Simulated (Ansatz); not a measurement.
C$_{2}$H$_{7}$GaS, SMILES `CC[S][GaH2]` at its PBE0-D4/def2-TZVP geometry, where that method's forces vanish. Charge 0, multiplicity 1.

| atom | x (Å) | y (Å) | z (Å) |
| --- | --- | --- | --- |
| C1 | 1.4364 | 0.3093 | -0.4547 |
| C2 | 0.0884 | 0.9823 | -0.3107 |
| S3 | -0.7226 | 0.6243 | 1.2872 |
| Ga4 | -1.7036 | -1.2889 | 0.8959 |
| H5 | 1.3305 | -0.7780 | -0.4678 |
| H6 | 1.9178 | 0.6142 | -1.3886 |
| H7 | 2.0965 | 0.5720 | 0.3741 |
| H8 | 0.1921 | 2.0690 | -0.3396 |
| H9 | -0.5823 | 0.6987 | -1.1229 |
| H10 | -2.4751 | -1.9424 | 2.0834 |
| H11 | -1.5782 | -1.8605 | -0.5564 |

For each bond, give half the difference of the two atoms' forces along it (eV/Å; positive pushes the atoms apart) under PBE-D4, r2SCAN-D4, B3LYP-D4, ωB97M-V in def2-TZVPP. (Estimate.)

Computed: 
```
   bond  length (Å)  PBE-D4  r2SCAN-D4  B3LYP-D4  ωB97M-V
  C1–C2       1.513   -0.01       0.09      0.18     0.21
  C1–H5       1.092    0.10      -0.03     -0.07    -0.07
  C1–H6       1.094    0.10      -0.03     -0.07    -0.10
  C1–H7       1.092    0.11      -0.04     -0.06    -0.07
  C2–S3       1.827    0.17       0.20      0.24     0.06
  C2–H8       1.092    0.11      -0.06     -0.13    -0.11
  C2–H9       1.091    0.10      -0.06     -0.12    -0.11
 S3–Ga4       2.185    0.14      -0.01      0.18     0.03
Ga4–H10       1.560    0.00      -0.09     -0.07    -0.09
Ga4–H11       1.566    0.02      -0.07     -0.06    -0.09
```

B3LYP here is the variant with VWN-RPA as its local correlation; programs differ in this.
